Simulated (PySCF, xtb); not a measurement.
SnF, SMILES [F][Sn+] (connectivity only; charge and spin as stated), charge +1, multiplicity 1.

Harmonic wavenumbers (cm⁻¹) from GFN2-xTB run with xtb 6.7.1 at its own minimum, in rising order: 426.

Question: What does PySCF with PBE-D3(BJ)/def2-TZVP give at its own minimum? (An estimate is asked for; the answer gives what the named calculation found.)

Answer: 654. Paired by order, the mean absolute difference is 228 cm⁻¹ and the zero-point energies are 0.6 and 0.9 kcal/mol.
